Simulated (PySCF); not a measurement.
**Field gradients at the hydrogen positions**

Species: C7H10Si.
Geometry (GFN2-xTB, Å), atoms numbered from 1 in this order:
```xyz
18
C7H10Si angstrom
C      2.8064    0.4486   -1.1012
C      1.9908    0.6227   -0.0791
C      1.2601   -0.4799    0.6264
C     -0.2122   -0.3028    0.4280
C     -1.0621    0.1203    1.3748
C     -2.4530    0.2696    0.9755
C     -2.7410   -0.0188   -0.2998
Si    -1.1669   -0.5466   -1.1910
H      3.3028    1.2739   -1.5835
H      3.0210   -0.5316   -1.4951
H      1.7835    1.6168    0.2959
H      1.5004   -0.4456    1.6943
H      1.5769   -1.4452    0.2250
H     -0.7690    0.3429    2.3928
H     -3.1819    0.5996    1.7039
H     -3.7397    0.0559   -0.6958
H     -1.1787   -1.9410   -1.6372
H     -0.7461    0.3675   -2.2524
```

Level: PBE0/pcSseg-1 (PySCF, non-relativistic); Q(2H) = 0.00286 b; rigid geometry, the same for H and D, with no vibrational averaging.

Problem. Rank these positions by the coupling χzz of a deuteron there, largest first.
A. H16 (vinylic hydrogen)
B. H12 (methylene hydrogen)
C. H18 (Si–H hydrogen)
D. H14 (vinylic hydrogen)
E. H10 (vinylic hydrogen)

Solution. A (230 kHz), E (226 kHz), D (218 kHz), B (201 kHz), C (110 kHz).

Problem. Tabulate Vzz, the asymmetry η and χzz = 234.96 MHz × Q × Vzz for every hydrogen position.

Solution. 
| atom | bonded to | bond length (Å) | Vzz (au) | η | χzz (kHz) |
| --- | --- | --- | --- | --- | --- |
| H9 | C1 | 1.077 | 0.3380 | 0.05 | 227 |
| H10 | C1 | 1.078 | 0.3360 | 0.06 | 226 |
| H11 | C2 | 1.082 | 0.3231 | 0.05 | 217 |
| H12 | C3 | 1.095 | 0.2985 | 0.01 | 201 |
| H13 | C3 | 1.092 | 0.3025 | 0.01 | 203 |
| H14 | C5 | 1.082 | 0.3248 | 0.06 | 218 |
| H15 | C6 | 1.082 | 0.3251 | 0.04 | 218 |
| H16 | C7 | 1.077 | 0.3426 | 0.03 | 230 |
| H17 | Si8 | 1.464 | 0.1634 | 0.01 | 110 |
| H18 | Si8 | 1.463 | 0.1644 | 0.00 | 110 |

Problem. Average by the element that carries the hydrogen.

Solution. on C: 218 kHz over 8 positions, mean bond length 1.083 Å; on Si: 110 kHz over 2 positions, mean bond length 1.463 Å.

Problem. How does χzz go with the bond length over the 8 C–H bonds?

Solution. A straight-line fit has a slope of -15.5 kHz for each 0.01 Å, with a correlation coefficient of -0.99, over lengths from 1.077 to 1.095 Å. The longer bonds have the smaller couplings here.

Problem. A static deuteron (I = 1) shows a doublet split by (3/2)χ, (3/4)χ(1 + η) and (3/4)χ(1 − η) with the field along z, y and x of the gradient. What are these for H18?

Solution. With |χ| = 110.5 kHz and η = 0.003: 166, 83 and 83 kHz, to first order and without motion.

Isolated species at its GFN2-xTB geometry (one conformer only). GFN2-xTB bond lengths can be off by several hundredths of an ångström, more for odd bonds, and the gradients follow them. With so small a basis the couplings can be 20 % off.

The run behind these numbers computed NMR shieldings as well. Time: 2.3 min wall, 1.8 min CPU (with the writing of density and orbital grids); peak memory 0.85 GiB. Hardware: one thread, Intel Xeon at 2.50 GHz (x86_64), no GPU, shared host.
